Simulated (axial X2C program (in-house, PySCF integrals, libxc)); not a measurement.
**What spin–orbit coupling does to KTe**

Calculated with an axial X2C code built on PySCF integrals. Spin-free means the one-electron spin-free X2C Hamiltonian; two-component (2c) means X2C with spin–orbit coupling and atomic mean-field two-electron Coulomb and Gaunt terms, so the difference of the two also holds small scalar two-electron terms. Basis: Te dyall-cv3z [11s12p8d4f1g], K dyall-cv3z [11s12p6d3f] (cores contracted in-house); Gaussian nuclei, density fitting, unrestricted open shells. Masses: Te 129.906 u, K 38.964 u.

Spin-free state: M_S = 1/2, Λ = 1 (beyond evenly filled blocks: π+α, π+β, π-α); fragments Te + K.

```json
{"level": "PBE0", "Re (Å)": "3.156", "ωe (cm⁻¹)": "169.1", "De (eV)": "2.245", "μ (D)": "10.46"}
{"level": "HF", "Re (Å)": "3.251", "ωe (cm⁻¹)": "162.4", "De (eV)": "1.299", "μ (D)": "11.82"}
{"level": "MP2", "Re (Å)": "3.168", "ωe (cm⁻¹)": "172.0", "De (eV)": "2.075", "μ (D)": "n/a"}
{"level": "CCSD", "Re (Å)": "3.185", "ωe (cm⁻¹)": "170.1", "De (eV)": "2.084", "μ (D)": "n/a"}
{"level": "CCSD(T)", "Re (Å)": "3.180", "ωe (cm⁻¹)": "170.5", "De (eV)": "2.101", "μ (D)": "n/a"}
{"level": "TPSS", "Re (Å)": "3.172", "ωe (cm⁻¹)": "164.3", "De (eV)": "2.345", "μ (D)": "10.20"}
```

Correlated methods: 15 electrons correlated (number of frozen shells: Te 4 s, 3 p, 2 d; K 2 s, 1 p), 287 virtual spin orbitals or spinors in MP2, 90 natural virtuals in coupled cluster.

Dipoles are positive if K is the positive end.

Task: Within this multiplet, which Ω should lie lowest by the rule for regular and inverted multiplets?

Result: The open π shell holds three electrons, one hole, so the multiplet is inverted: Ω = Λ + 1/2 = 3/2. The PBE0 2c search agrees.

Two-component determinant lowest at the distance of the search:

Ω = 3/2 (⟨Sz⟩ = 0.50, ⟨Lz⟩ = 1.00 at HF); fragments Te + K.

```tsv
level	Re (Å)	ωe (cm⁻¹)	De (eV)	μ (D)
PBE0	3.160	167.8	2.195	10.40
HF	3.254	161.6	n/a	11.80
MP2	3.171	171.1	1.982	n/a
CCSD	3.188	169.2	1.991	n/a
CCSD(T)	3.183	169.5	2.003	n/a
TPSS	3.176	162.8	2.355	10.11
```

Task: From the two tables, how do the constants change at the CCSD(T) level (2c against spin-free)?

Result: At the CCSD(T) level Re increases by 0.003 Å and ωe goes down by 1.0 cm⁻¹; De changes by -0.098 eV.

Occupations by symmetry block were frozen at the best pattern of an incomplete PBE0 search. Dissociation energies refer to the lowest single-determinant-based atoms at the same level and basis. De is not given where an atomic determinant may have missed its ground term or J level, or where the truncated virtual space spoils (T). Density functionals use the spin component along the axis (collinear). Coupled cluster ran in a truncated set of natural virtual spinors; the MP2 energy of the rest was added. (T) has no such correction and the atoms are truncated less, which lowers De at CCSD(T) by a hundredth of an eV or more. PBE0 can misorder states that lie within some tenths of an eV, so this need not be the ground state of the molecule. The nearest other spin-free determinant of the search, M_S = 1/2, Λ = 0, lies 0.37 eV up at the distance of the search. Without a current term, density functionals place determinants with orbital angular momentum somewhat too high. With the outer-core shells frozen, correlated bond lengths of heavy atoms tend to come out a few hundredths of an ångström too long.
